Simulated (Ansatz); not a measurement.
Input for Ansatz (a quantum-chemistry and plane-wave program): R-BLYP/def2-TZVPP on CCl4 (SMILES ClC(Cl)(Cl)Cl).

Ansatz 0.2 input:
```yaml
crystal:
  periodic: [false, false, false]
  atoms:
    - {symbol: Cl, position_ang: [1.35584978, -1.14880250, -0.09148165]}
    - {symbol: C, position_ang: [0.00000506, 0.00000728, -0.00000015]}
    - {symbol: Cl, position_ang: [0.63098457, 1.66382650, -0.00549329]}
    - {symbol: Cl, position_ang: [-1.07052010, -0.23299723, -1.40218930]}
    - {symbol: Cl, position_ang: [-0.91621932, -0.28193405, 1.49916439]}
basis:
  gaussian:
    orbitals: def2-TZVPP
hamiltonian:
  xc: {name: BLYP}
scf: {lower_state_search: off}
```

### Question
Predict the final total energy.

### Answer
-1878.9261 hartree.
